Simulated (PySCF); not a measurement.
C2H3BF2O, SMILES C=C(F)B(O)F.

Geometry: B3LYP-D3(BJ)/def2-SVP. This is a generated structure with no PubChem entry under its InChIKey; it may be hypothetical. Other conformers were not sampled.

Calculation: B3LYP/def2-TZVP in PySCF.

Gas-phase values at a fixed geometry.

```json
{
 "total_energy": "-378.04726 hartree",
 "point_group": "Cs",
 "highest_occupied_level": "-7.92 eV",
 "lowest_empty_level": "-1.52 eV",
 "orbital_gap": "6.40 eV",
 "dipole_moment": "1.59 D",
 "quadrupole, principal values (traceless, Buckingham form, about the centre of nuclear charge)": "-6.77, 0.26, 6.52 D·Å",
 "mean_static_polarisability": "41.8 bohr³ (6.20 Å³)",
 "polarisability_principal_values": "27.8, 39.9, 57.7 bohr³"
}
```
